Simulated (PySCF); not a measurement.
Si(Cl)3(OSiH3) (Cl3H3OSi2), SMILES [SiH3]O[Si](Cl)(Cl)Cl.

The structure is a stationary point at PBE0-D3(BJ)/def2-SVP. One conformer was computed; it need not be the lowest.

All values below come from PBE/def2-TZVP in PySCF.

Gas-phase values at a fixed geometry.

Estimate the frontier levels, gap, dipole moment and polarisability. (An estimate is asked for; the answer gives what the named calculation found.)


```json
{
 "highest_occupied_level": "-7.86 eV",
 "lowest_empty_level": "-1.39 eV",
 "orbital_gap": "6.47 eV",
 "dipole_moment": "0.300 e·Å",
 "quadrupole, principal values (traceless, Buckingham form, about the centre of nuclear charge)": "-2.19, -2.03, 4.22 D·Å",
 "mean_static_polarisability": "86.9 bohr³ (12.88 Å³)",
 "polarisability_principal_values": "83.8, 86.0, 90.9 bohr³"
}
```
